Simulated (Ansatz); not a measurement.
Computed with Ansatz on PBE0-D4/def2-TZVP structures; ΔE is electronic, products minus reactants. CCSD(T)/CBS adds triple-zeta CCSD(T) − MP2 to the extrapolated MP2 energy (def2 sets, frozen cores). This one scheme is used for every species. DFT in def2-TZVPP. Open shells (•) are unrestricted, without spin–orbit coupling. For Br, Ge outer-core shells are correlated without core-valence functions, which leaves a few kJ/mol of doubt a bond. Scalar relativity is left out up to krypton. One conformer a species, not always the lowest.

Reaction (homolysis of the Ge–O bond): `[OH][GeH]([Cl])[Br]` → `[Cl][GeH][Br]`• + `[OH]`•

`[OH][GeH]([Cl])[Br]`:

Cartesian coordinates in Å:
```
O -1.258 0.694 -0.236
Ge 0.211 -0.057 0.356
Cl 0.106 -2.171 0.047
Br 2.015 0.713 -0.830
H -1.409 0.554 -1.175
H 0.337 0.268 1.838
```

`[Cl][GeH][Br]`•:

```xyz
4

Cl   -0.300   -1.739   -0.894
Ge   -0.525    0.124    0.159
Br    0.797    1.716   -0.860
H     0.028   -0.101    1.595
```

`[OH]`•:

Cartesian coordinates in Å:
```
O -0.289 -0.364 -0.144
H 0.289 0.364 0.144
```

Q: What is ΔE at CCSD(T)/CBS? (Best estimate.)

A: The calculation gave: +4.73 eV.

Q: What do these levels give: PBE-D4, BLYP-D4, r2SCAN-D4, CAM-B3LYP-D4, ωB97X-V, BLYP, PBE0, r2SCANh, MP2/def2-SVP, CCSD(T)/def2-TZVPP, HF/def2-QZVPP, SCS-MP2/def2-QZVPP? (An estimate is asked.)

A: The calculation gave: PBE-D4 4.48, BLYP-D4 4.28, r2SCAN-D4 4.40, CAM-B3LYP-D4 4.48, ωB97X-V 4.62, BLYP 4.16, PBE0 4.37, r2SCANh 4.35, MP2/def2-SVP 4.75, CCSD(T)/def2-TZVPP 4.61, HF/def2-QZVPP 3.19, SCS-MP2/def2-QZVPP 4.88 eV.

Largest T1 diagnostic among the species: 0.011.

From r2SCAN to r2SCAN0 (25 % exact exchange), in def2-TZVPP and without D4, ΔE moves by −0.09 eV: exact exchange takes away binding that semilocal exchange gives to molecules. At CCSD(T), def2-SVP lies −0.31 eV from the extrapolated value and def2-TZVPP −0.12 eV: correlation converges slowly with the basis, and small sets miss more of it in the bonded molecule than in its fragments.
